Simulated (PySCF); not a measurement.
BrCl. Atoms are numbered in the order given.

```xyz
2

Cl     0.0000     0.0000    -1.4543
Br     0.0000     0.0000     0.7064
```
Charge 0, spin multiplicity 1.

Geometry: PBE-D3(BJ)/def2-TZVP.

These are PBE-D3(BJ)/def2-TZVP in PySCF 2.14.0 values and carry that method's errors.

Frequencies are harmonic and unscaled.

Task: List the normal modes with their intensities. (An estimate is asked for; the answer gives what the named calculation found.)

Result: 
```csv
mode,ν (cm⁻¹),IR (km/mol),moving atoms (share of kinetic energy)
1,427,1.3,"Cl 69 %, Br 31 %"
```
